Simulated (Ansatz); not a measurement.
Input for Ansatz (a first-principles code): R-B3LYP/def2-TZVPP on CH5BO2 (SMILES CB(O)O).

Ansatz 0.2 input:
```yaml
crystal:
  periodic: [false, false, false]
  atoms:
    - {symbol: C, position_ang: [-1.09752795, -0.17922107, -0.02529062]}
    - {symbol: B, position_ang: [0.47159043, -0.06512342, -0.00854030]}
    - {symbol: O, position_ang: [1.13910121, 1.13147408, 0.11625609]}
    - {symbol: O, position_ang: [1.23472232, -1.19180882, -0.11451542]}
    - {symbol: H, position_ang: [-1.52017347, 0.14021483, 0.93256315]}
    - {symbol: H, position_ang: [-1.43057775, -1.19971395, -0.21177229]}
    - {symbol: H, position_ang: [-1.53812691, 0.46697446, -0.79024300]}
    - {symbol: H, position_ang: [0.56168491, 1.89611105, 0.18665254]}
    - {symbol: H, position_ang: [2.17930723, -0.99890717, -0.08511016]}
basis:
  gaussian:
    orbitals: def2-TZVPP
hamiltonian:
  xc: {name: B3LYP}
scf: {lower_state_search: off}
```

The head of its log:

```
WARN ansatz: RAYON_NUM_THREADS=1 ignored (pool sized by the plan → 1); use --threads N
Functional definition: B3LYP
these checks for a lower state are left out or cut short: stability, starts, cluster_reference, orbital_swaps, neighbouring_geometries, increment
integrals: 0.08 GiB planned
946 factors; their error is unknown
mean field: 0.82 GiB planned
mean field evaluation 1: about -5882.7072 eV, gradient 8.4e1 eV
mean field evaluation 2: about -5869.9734 eV, gradient 1.2e2 eV
```

Question: Predict the final total energy.

Answer: -216.6408 hartree.
